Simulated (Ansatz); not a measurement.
Stepwise substitution at one centre (In F-SH). Gas-phase values, no solvent. One relaxed conformer stands for each flexible species; it need not be the lowest. Strings in code marks are SMILES.

Quantity: vertical ionisation energy (energy after one electron is removed minus that of the parent at the parent's geometry), in eV.

Case: `[F][In]([F])[SH]` (F–In–S–H torsion 0°). Geometry of `[F][In]([F])[SH]` (neutral, multiplicity 1, Å):

```xyz
5

F     -0.9080     1.8474    -0.3362
In    -0.5834    -0.0571    -0.0028
F     -2.2435    -1.0809     0.1370
S      1.5906    -0.9661     0.1998
H      2.1442     0.2567     0.0022
```

**Question.** Give the vertical ionisation energy (energy after one electron is removed minus that of the parent at the parent's geometry) at the level frozen-core MP2/def2-TZVPP // PBE-D3(BJ)/def2-TZVP (Ansatz, a quantum-chemistry and plane-wave program).

**Answer.** 10.91 eV.
